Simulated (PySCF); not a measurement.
## C7H9O2: g tensor and hyperfine couplings

C₇H₉O₂ (doublet state).
Geometry (GFN2-xTB, Å), atoms numbered from 1 in this order:
```
atom  x, y, z in Å
C1     2.7268    0.2045   -0.2299
C2     1.6316   -0.7786    0.0659
O3     1.8481   -1.9587    0.3032
C4     0.2686   -0.2707    0.0609
C5    -0.8828   -1.1384    0.3782
C6    -2.1226   -0.3486   -0.0534
C7    -1.6823    1.1140   -0.0163
C8    -0.1723    1.0882   -0.1928
O9     0.5159    2.0508   -0.4739
H10    3.6888   -0.3006   -0.2094
H11    2.5612    0.6576   -1.2053
H12    2.7113    1.0098    0.5017
H13   -0.7850   -2.1198   -0.0930
H14   -0.8957   -1.3343    1.4583
H15   -2.9792   -0.5429    0.5894
H16   -2.3935   -0.6288   -1.0724
H17   -1.8943    1.5685    0.9547
H18   -2.1535    1.7340   -0.7776
```

The hyperfine couplings belong to this conformer and change with its torsions.

As a line formula: `CC(=O)[C]1CCCC1=O` [radical].

The calculation used UKS B3LYP, pcH-1 on C H O, non-relativistic, mean-field spin-orbit, GIAO (PySCF 2.14.0). Geometry: GFN2-xTB, one conformer, isolated molecule. Couplings are sensitive to structure, and on GFN2-xTB geometries they can be far from those on DFT ones. No stability test was run, so a lower SCF solution isn't excluded.

```json
{"g1, g2, g3": "2.00208, 2.00532, 2.01188", "g_iso": "2.00643", "Form of g": "rhombic: the two nearest values differ by 33 % of g3 − g1", "⟨S²⟩": "0.7644 (exact 0.7500)", "α and β electrons": "34, 33", "HOMO–LUMO gap, α and β orbitals": "5.91, 2.74 eV"}
```

Hyperfine couplings atom by atom, in MHz; T1 to T3 are the principal values of the dipolar part:

| atom | isotope | a_iso | T1 | T2 | T3 | Mulliken spin population |
| --- | --- | --- | --- | --- | --- | --- |
| C1 | 13C | -1.6 | -0.7 | -0.3 | 1.0 | 0.00 |
| C2 | 13C | -29.8 | -11.0 | 3.2 | 7.8 | -0.10 |
| O3 | 17O | -12.9 | -62.4 | 30.8 | 31.6 | 0.20 |
| C4 | 13C | 58.3 | -56.5 | -55.6 | 112.0 | 0.74 |
| C5 | 13C | -24.0 | -2.8 | -0.3 | 3.1 | -0.06 |
| C6 | 13C | 5.5 | -1.1 | -0.8 | 1.8 | 0.01 |
| C7 | 13C | -3.5 | -1.0 | -0.2 | 1.2 | 0.00 |
| C8 | 13C | -32.0 | -10.5 | 2.3 | 8.2 | -0.10 |
| O9 | 17O | -14.8 | -70.0 | 34.7 | 35.3 | 0.23 |
| H10 | 1H | -1.2 | -1.7 | -0.7 | 2.4 | 0.00 |
| H11 | 1H | -0.7 | -2.8 | -1.2 | 4.1 | 0.00 |
| H12 | 1H | -2.8 | -2.9 | -1.2 | 4.1 | 0.00 |
| H13 | 1H | 72.2 | -4.6 | -1.6 | 6.2 | 0.03 |
| H14 | 1H | 132.0 | -4.4 | -2.6 | 7.0 | 0.05 |
| H15 | 1H | -1.3 | -1.6 | -1.3 | 2.9 | 0.00 |
| H16 | 1H | 0.3 | -2.2 | -1.8 | 4.0 | 0.00 |
| H17 | 1H | 2.6 | -2.3 | -1.2 | 3.5 | 0.00 |
| H18 | 1H | 3.5 | -1.9 | -0.9 | 2.7 | 0.00 |

The Mulliken spin populations are largest on C4 (+0.74), O9 (+0.23), O3 (+0.20) and C2 (-0.10). Three atoms exceed +0.15. The positive populations add up to 1.27 and the negative ones to -0.27, together 2S = 1. The angles at C4 add up to 360.0°, so it is planar.

Under fast tumbling the dipolar parts average out, and these isotropic splittings remain: 2 × 1H (H13/H14, I = 1/2, 3 lines) with 3.64 mT, 2 × 1H (H17/H18, I = 1/2, 3 lines) with 0.11 mT and 3 × 1H (H10/H11/H12, I = 1/2, 4 lines) with 0.06 mT.

Means are taken over nuclei equivalent by connectivity, which assumes that they swap fast. The 1H value of +102.1 MHz is a mean of couplings from 72.2 to 132.0 MHz in this one geometry, not an average over conformers.

The 13C coupling of C4 (58.3 MHz) shows only in satellite lines or after enrichment, since that isotope makes up about 1.07 % of natural carbon.

The 17O coupling of O9 (-14.8 MHz) shows only in satellite lines or after enrichment, since that isotope makes up about 0.038 % of natural oxygen.
